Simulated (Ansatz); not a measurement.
Geometry optimisation, RKS PBE/def2-SVP in Ansatz 0.2.0.

The input (input.yaml):

```yaml
crystal:
  periodic: [false, false, false]
  atoms:
    - { symbol: Ga, position_ang: [-0.330505, 0.310119, -0.521803] }
    - { symbol: "N", position_ang: [0.085022, 0.033885, 2.544746] }
    - { symbol: H, position_ang: [-0.578018, -0.409872, 3.191039] }
    - { symbol: H, position_ang: [0.966569, 0.184021, 3.049005] }
    - { symbol: Cl, position_ang: [1.696761, 0.361233, -1.233989] }
    - { symbol: Cl, position_ang: [-1.646657, -1.291517, -1.098578] }
    - { symbol: O, position_ang: [-0.992394, 1.747302, 0.32286] }
    - { symbol: Al, position_ang: [-2.249654, 2.918153, 0.099265] }
    - { symbol: H, position_ang: [-3.235576, 2.804993, -1.152076] }
    - { symbol: H, position_ang: [-2.32827, 4.05343, 1.216087] }
    - { symbol: H, position_ang: [-0.300979, 0.967351, 2.278645] }
basis:
  gaussian: { orbitals: def2-SVP }
hamiltonian:
  xc: pbe
relax:
  f_tol: 0.03
  max_steps: 50
output:
  orbitals: {}
```

Launched with:

```bash
$ ansatz run input.yaml --threads 4 --pin off --max-ram 5120MiB --backend cpu --events-out ev --progress --plain --runs-dir out
```

Where does it end, and by what steps?

The run converged. The force dipped under the threshold on the way, but the program's further checks kept it going. After 16 steps the energy has fallen by 1.019 eV; Cl6 moved furthest, 0.97 Å. Joined: Ga1–N2 (3.11 → 2.09 Å).

```csv
step,energy less start (eV),largest force component (eV/Å),accepted
0,0.0000,0.787,yes
1,-0.2540,0.790,yes
2,-0.5895,0.872,yes
3,-0.8537,0.530,yes
4,-0.9192,1.156,yes
5,-0.8486,1.844,no
6,-0.9754,0.146,yes
7,-0.9884,0.112,yes
8,-1.0025,0.159,yes
9,-1.0072,0.202,yes
10,-1.0137,0.066,yes
11,-1.0165,0.068,yes
12,-1.0168,0.096,yes
13,-1.0178,0.068,yes
14,-1.0188,0.025,yes
15,-1.0190,0.015,yes
16,-1.0191,0.015,yes
```

```xyz
11
Properties=species:S:1:pos:R:3
Ga -0.497 0.364 0.234
N 0.184 -0.026 2.173
H -0.181 -0.925 2.518
H 1.213 -0.049 2.205
Cl 1.404 0.524 -0.835
Cl -1.700 -1.424 -0.140
O -1.376 1.898 0.608
Al -2.321 3.148 -0.096
H -2.677 3.137 -1.656
H -2.808 4.301 0.900
H -0.155 0.731 2.784
```

Whether the end is a true minimum wasn't checked by a vibrational analysis.

Time of the run: 28 s on 4 threads of Arm Neoverse V2, with other jobs on the host, peak memory 0.23 GiB.
